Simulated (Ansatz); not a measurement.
Saddle point of BHBrClF₂, singlet (BClF₂ ([F][B]([F])[Cl]) + HBr → BBrF₂ ([F][B]([F])[Br]) + HCl; bonds formed: B1–Br6, Cl2–H5; bonds broken: B1–Cl2, H5–Br6), PBE0-D4/def2-TZVP structure:

```xyz
6
angstrom
B -0.1936 -0.5225 0.2455
Cl -1.1474 0.9143 -0.7642
F -0.1502 -1.6335 -0.4655
F -0.5934 -0.5443 1.5031
H 0.3566 1.2549 -0.6141
Br 1.7280 0.5311 0.0952
```

Energies are electronic, without zero-point energy. Barriers and step energies count from the start structure reached by relaxing down the imaginary mode; all methods use the PBE0-D4 structures, on which another method's saddle can fall below an end. Program: Ansatz 0.2.0. Basis: def2-TZVPP, with def2-QZVPP for the basis limit. Cores are frozen in the correlated methods. Filled d shells of the heavier atoms are correlated. The def2 sets are not built for correlating such inner shells, so the correlated values are less sure here. B3LYP uses VWN-RPA correlation. Extrapolation: Hartree–Fock as exp(−7.88 √X), correlation as X^−2.97.

```
      method  barrier (kcal/mol)  step energy (kcal/mol)
       SPW92                   ?                    2.86
      PBE-D4               16.28                    2.66
     BLYP-D4               21.83                    2.93
   r2SCAN-D4               19.35                    2.95
      B97M-V                   ?                    3.50
     PBE0-D4               20.53                    2.80
    B3LYP-D4               24.86                    3.04
  r2SCAN0-D4               22.29                    2.99
    BHLYP-D4               30.05                    3.18
CAM-B3LYP-D4               26.79                    3.26
     wB97X-V               26.24                    2.93
     wB97M-V                   ?                    2.92
      B2PLYP               26.23                    2.95
    PBE-QIDH               23.68                    2.75
  RPA on PBE               26.86                    2.57
          HF               44.07                    3.59
         MP2               24.26                    2.41
        CCSD               30.51                    2.80
     CCSD(T)               27.17                    2.70
```

Q: Fill in the withheld barriers. (An estimate is asked for; the value comes from the calculation.)

A: The calculation gives: wB97M-V 25.09; B97M-V 25.80; SPW92 8.19 kcal/mol. Each is the energy of the saddle less that of the start structure, by the same method.

For comparison, the barrier by CCSD(T) at an estimated basis limit (MP2 extrapolated from triple and quadruple zeta, plus CCSD(T) − MP2 in triple zeta) is 25.81 kcal/mol.

No T1 diagnostic of these runs exceeds 0.011.

Labels in which every atom is bracketed show which atoms are joined, not bond orders.

For scale, one of the runs: CCSD(T)/def2-TZVPP, 197 basis functions, launched by `ansatz run in.yaml --threads 4 --pin off --events-out ev --progress --plain --max-ram 9574MiB`. Time: 110 s of wall clock on 4 CPU threads of an Arm Neoverse V1; the host was shared. Peak host memory: 2.6 GiB.
